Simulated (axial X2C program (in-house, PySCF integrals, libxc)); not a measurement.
## RuSn along the bond: PBE0, spin-free

All values were computed with an in-house relativistic program for diatomic molecules. Spin-free means the one-electron spin-free X2C Hamiltonian. Basis: Sn dyall-cv3z [11s12p9d4f1g], Ru dyall-cv3z [12s12p8d5f3g] (cores contracted in-house); Gaussian nuclei, density fitting, unrestricted open shells. Masses: Sn 119.902 u, Ru 101.904 u.

State: M_S = 1, Λ = 2 (beyond evenly filled blocks: σα, δ+α, δ+β, δ-α). Dipoles are positive if Ru is the positive end.

Results along the bond:

```json
{"R (Å)": "2.130", "μ (D)": "0.847", "HOMO (eV)": "-5.02", "LUMO (eV)": "-2.48", "⟨S²⟩": "2.092"}
{"R (Å)": "2.228", "μ (D)": "0.886", "HOMO (eV)": "-5.07", "LUMO (eV)": "-2.42", "⟨S²⟩": "2.183"}
{"R (Å)": "2.301", "μ (D)": "0.896", "HOMO (eV)": "-5.10", "LUMO (eV)": "-2.37", "⟨S²⟩": "2.282"}
{"R (Å)": "2.375", "μ (D)": "0.897", "HOMO (eV)": "-5.11", "LUMO (eV)": "-2.33", "⟨S²⟩": "2.397"}
{"R (Å)": "2.448", "μ (D)": "0.895", "HOMO (eV)": "-5.14", "LUMO (eV)": "-2.30", "⟨S²⟩": "2.516"}
{"R (Å)": "2.534", "μ (D)": "0.890", "HOMO (eV)": "-5.18", "LUMO (eV)": "-2.29", "⟨S²⟩": "2.654"}
{"R (Å)": "2.619", "μ (D)": "0.881", "HOMO (eV)": "-5.24", "LUMO (eV)": "-2.39", "⟨S²⟩": "2.785"}
{"R (Å)": "2.729", "μ (D)": "0.864", "HOMO (eV)": "-5.17", "LUMO (eV)": "-2.54", "⟨S²⟩": "2.938"}
{"R (Å)": "2.864", "μ (D)": "0.826", "HOMO (eV)": "-5.04", "LUMO (eV)": "-2.74", "⟨S²⟩": "3.091"}
{"R (Å)": "3.060", "μ (D)": "0.677", "HOMO (eV)": "-4.96", "LUMO (eV)": "-2.99", "⟨S²⟩": "3.220"}
```

The state is a single determinant with fixed occupations, the lowest that a limited PBE0 search found. PBE0 can misorder states that lie within some tenths of an eV, so this need not be the ground state of the molecule. The nearest other spin-free determinant of the search, M_S = 1, Λ = 0, lies 0.14 eV up at the distance of the search. Without a current term, density functionals place determinants with orbital angular momentum somewhat too high. The determinant is spin-polarised beyond a pure state at some levels (its spin-free form has ⟨S²⟩ too high), which makes Re and μ there less reliable.
